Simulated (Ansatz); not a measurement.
Ga3Sb3H12, a cluster cut from wurtzite GaSb (hydrogen-capped), 18 atoms. Hardware: 2 threads of AMD EPYC 7R13 on a shared host and a share (18 GiB) of an NVIDIA H100 80GB HBM3.

In the def2 sets Sb takes a core potential; there is no spin–orbit coupling. Correlated methods freeze 39 core orbitals; core or outer-core shells of Sb, Ga are correlated, in sets that lack core-valence functions.

(1) How many basis functions does each of these Ansatz runs have, and roughly what does it cost? PBE0-D4/def2-TZVP, charge -1 doublet at the geometry of the charge 0 singlet, energy; RPA@PBE/def2-TZVP, charge 0 singlet, energy, from earlier orbitals; PBE-D4/def2-SVP, charge 1 doublet, relaxation, 11 steps; LC-ωPBE/def2-TZVP, charge -1 doublet at the geometry of the charge 0 singlet, energy, from earlier orbitals; LC-ωPBE/def2-TZVP, charge 1 doublet at the geometry of the charge 0 singlet, energy, from earlier orbitals; CCSD(T)/def2-SVP, charge 0 singlet, energy, from earlier orbitals; PBE-D4/def2-TZVP, charge 0 singlet, energy, from earlier orbitals; PBE-D4/def2-TZVP, charge 1 doublet, energy, from earlier orbitals; PBE-D4/def2-SVP, charge 0 singlet, relaxation, 6 steps; B2PLYP/def2-TZVP, charge 0 singlet, energy, from earlier orbitals; r2SCANh-D4/def2-TZVP, charge 0 singlet, energy, from earlier orbitals; PBE0-D4/def2-TZVP, charge 1 doublet at the geometry of the charge 0 singlet, energy.

Answers

(1) Other jobs shared the machine, so times can vary by a factor of up to 3.

| run | functions | fitting or Cholesky vectors | wall time | peak host memory (GiB) |
| --- | --- | --- | --- | --- |
| PBE-D4/def2-TZVP, charge 0 singlet, energy, from earlier orbitals | 366 | 2781 | 2.1 s | 0.92 |
| r2SCANh-D4/def2-TZVP, charge 0 singlet, energy, from earlier orbitals | 366 | 2859 | 3.4 s | 0.96 |
| PBE-D4/def2-TZVP, charge 1 doublet, energy, from earlier orbitals | 366 | 2781 | 4.6 s | 0.99 |
| B2PLYP/def2-TZVP, charge 0 singlet, energy, from earlier orbitals | 366 | 2952 | 5 s | 1.9 |
| RPA@PBE/def2-TZVP, charge 0 singlet, energy, from earlier orbitals | 366 | 2952 | 5 s | 1.9 |
| CCSD(T)/def2-SVP, charge 0 singlet, energy, from earlier orbitals | 234 | 2589 | 7.5 s | 0.89 |
| PBE0-D4/def2-TZVP, charge -1 doublet at the geometry of the charge 0 singlet, energy | 366 | 2952 | 9.5 s | 1 |
| PBE0-D4/def2-TZVP, charge 1 doublet at the geometry of the charge 0 singlet, energy | 366 | 2952 | 10 s | 1 |
| LC-ωPBE/def2-TZVP, charge -1 doublet at the geometry of the charge 0 singlet, energy, from earlier orbitals | 366 | 2781 | 11 s | 1 |
| PBE-D4/def2-SVP, charge 0 singlet, relaxation, 6 steps | 234 | 2709 | 12 s | 0.9 |
| LC-ωPBE/def2-TZVP, charge 1 doublet at the geometry of the charge 0 singlet, energy, from earlier orbitals | 366 | 2781 | 12 s | 1.1 |
| PBE-D4/def2-SVP, charge 1 doublet, relaxation, 11 steps | 234 | 2709 | 29 s | 0.91 |
